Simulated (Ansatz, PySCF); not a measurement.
C₆H₇, SMILES [C]1=CCCC=C1 (connectivity only; charge and spin as stated), charge +1, multiplicity 1. Atoms are numbered in the order given.

```xyz
13

C      0.5344    -1.1474     0.2287
C     -0.7419    -1.2567     0.3775
C     -1.3505    -0.0689    -0.4319
C     -0.5536     1.1913    -0.0095
C      0.9394     0.9969    -0.1103
C      1.5546    -0.2234     0.0674
H     -1.3158    -1.8879     1.0635
H     -1.2832    -0.2472    -1.5167
H     -2.4156     0.0045    -0.1694
H     -0.8559     2.0543    -0.6202
H     -0.7821     1.4595     1.0414
H      1.5582     1.8258    -0.4798
H      2.5898    -0.4320    -0.2125
```
Charge +1, spin multiplicity 1.

The structure is a stationary point at ωB97X-D3(BJ)/def2-SVP. The multiplicity is an assumed one; no other spin state was optimised. The isomer is the one that the SMILES or the coordinates give; other isomers of the formula were not compared. Other conformers were not sampled.

Two levels are set side by side: PBE-D3(BJ)/def2-SVP (Ansatz, a first-principles code) and ωB97X-D3(BJ)/def2-SVP (PySCF). Each level has its own optimised geometry; the coordinates shown are those of the second. Frequencies come from the Hessian of PySCF at each geometry. Differences are taken from unrounded values.

```json
[
 {"quantity": "mean bond length (Å)", "ωB97X-D3(BJ)": "1.259"},
 {"quantity": "bond C1–C2 (Å)", "ωB97X-D3(BJ)": "1.290"},
 {"quantity": "bond C1–C6 (Å)", "ωB97X-D3(BJ)": "1.386"},
 {"quantity": "bond C2–C3 (Å)", "ωB97X-D3(BJ)": "1.561"},
 {"quantity": "bond C3–C4 (Å)", "ωB97X-D3(BJ)": "1.550"},
 {"quantity": "bond C4–C5 (Å)", "ωB97X-D3(BJ)": "1.509"},
 {"quantity": "bond C5–C6 (Å)", "ωB97X-D3(BJ)": "1.378"},
 {"quantity": "bond C2–H7 (Å)", "ωB97X-D3(BJ)": "1.095"},
 {"quantity": "bond C3–H8 (Å)", "ωB97X-D3(BJ)": "1.101"},
 {"quantity": "bond C3–H9 (Å)", "ωB97X-D3(BJ)": "1.099"},
 {"quantity": "bond C4–H10 (Å)", "ωB97X-D3(BJ)": "1.100"},
 {"quantity": "bond C4–H11 (Å)", "ωB97X-D3(BJ)": "1.108"},
 {"quantity": "bond C5–H12 (Å)", "ωB97X-D3(BJ)": "1.098"},
 {"quantity": "bond C6–H13 (Å)", "ωB97X-D3(BJ)": "1.092"},
 {"quantity": "highest harmonic wavenumber (cm⁻¹)", "ωB97X-D3(BJ)": "3258"},
 {"quantity": "mean harmonic wavenumber (cm⁻¹)", "ωB97X-D3(BJ)": "1457"},
 {"quantity": "zero-point energy (kcal/mol)", "ωB97X-D3(BJ)": "68.75"}
]
```

What does PBE-D3(BJ) give, and how far is it from ωB97X-D3(BJ)? (Estimate from the structure and the level; the computed values follow.)


```tsv
quantity	PBE-D3(BJ)	PBE-D3(BJ) minus ωB97X-D3(BJ)
mean bond length (Å)	1.266	0.007
bond C1–C2 (Å)	1.303	0.013
bond C1–C6 (Å)	1.383	-0.003
bond C2–C3 (Å)	1.562	0.002
bond C3–C4 (Å)	1.555	0.006
bond C4–C5 (Å)	1.501	-0.008
bond C5–C6 (Å)	1.396	0.017
bond C2–H7 (Å)	1.103	0.008
bond C3–H8 (Å)	1.110	0.009
bond C3–H9 (Å)	1.108	0.009
bond C4–H10 (Å)	1.108	0.009
bond C4–H11 (Å)	1.120	0.012
bond C5–H12 (Å)	1.107	0.008
bond C6–H13 (Å)	1.101	0.008
highest harmonic wavenumber (cm⁻¹)	3148	-111
mean harmonic wavenumber (cm⁻¹)	1394	-63
zero-point energy (kcal/mol)	65.77	-2.98
```

Exact exchange shortens and stiffens bonds; PBE has none. Differences between two approximate levels are no errors against the true value.
